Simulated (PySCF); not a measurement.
# One molecule, several mistakes: AlCH4OSi cation

Calculated results; nothing here was measured. The program is PySCF 2.14.0, an open-source quantum chemistry code, run on an isolated molecule that a program drew, which may never have been made. The molecule is AlCH4OSi cation (charge +1, singlet), drawn as the SMILES string `[O]=[Al][CH2][SiH2+]`.

Each row is a Hartree-Fock (HF) and frozen-core CCSD(T) single point in the cc-pV(D+d)Z basis, meant for a local HF minimum. Run 1 is clean. Each other run has one planted mistake out of seven kinds, and not every kind appears here: one electron removed, one electron added, multiplicity raised by two, geometry at a saddle point, minimal basis STO-3G, one bond length entered in bohr, all coordinates scaled. The reference is restricted for singlets and unrestricted otherwise, and also for a bond in bohr. Adding or removing an electron swaps singlet and doublet. Electrons count all cores. HOMO and LUMO are orbital energies over both spins, the gradient is its largest component, and the lowest frequency (negative if imaginary) is given only where the gradient is small. Bond lengths are over the 7 bonds as drawn. T1 is the CCSD diagnostic: over 0.02 (restricted) or 0.045 (unrestricted) a single reference is doubtful.

Geometry of the clean run:
```xyz
8
AlCH4OSi cation, angstrom
O     1.7952   -0.4369   -3.5211
Al    1.0608    0.5932   -2.6010
C     0.1511    1.6490   -1.1749
Si   -0.0365    0.8792    0.4396
H     0.7570    2.5610   -1.0967
H    -0.8318    1.8786   -1.6065
H    -1.2123    0.0675    0.7468
H     1.0026    1.0192    1.4576
```

| run | electrons | basis functions | <S^2> | HOMO (eV) | LUMO (eV) | gradient (hartree/bohr) | lowest frequency (cm^-1) | mean bond (Å) | longest bond (Å) | T1 | HF (hartree) | CCSD(T) (hartree) | mistake |
|---|---|---|---|---|---|---|---|---|---|---|---|---|---|
| 1 | 44 | 94 | 0.000 | -14.77 | -5.96 | 1.8e-05 | 69 | 1.4964 | 1.994 | 0.0314 | -645.59286 | -646.12234 | no fault |
| 2 | 44 | 32 | 0.000 | -11.06 | -2.45 | 1.4e-02 | - | 1.4964 | 1.994 | 0.0413 | -637.92302 | -638.19187 | minimal basis STO-3G |
| 3 | 44 | 94 | 2.057 | -11.52 | -5.53 | 8.5e-02 | - | 1.4964 | 1.994 | 0.0215 | -645.56756 | -646.03783 | multiplicity raised by two |
| 4 | 44 | 94 | 0.000 | -15.57 | -5.69 | 1.5e-01 | - | 1.3588 | 1.811 | 0.0265 | -645.50629 | -646.01539 | ? |

**Which mistake was planted in run 4, and what did it cost?**

The mean and the longest bond both change by the same factor, 0.908, and the gradient is no longer small. So the mistake is: all coordinates scaled. Subtracting run 1 and multiplying by 627.51 kcal/mol a hartree, the energy moved by 54.3 kcal/mol in HF and 67.1 kcal/mol in CCSD(T).

Cautions from the logs. Run 1: T1 is over the limit, so its CCSD(T) energy is less reliable; run 2: T1 is over the limit, so its CCSD(T) energy is less reliable; run 4: T1 is over the limit, so its CCSD(T) energy is less reliable.
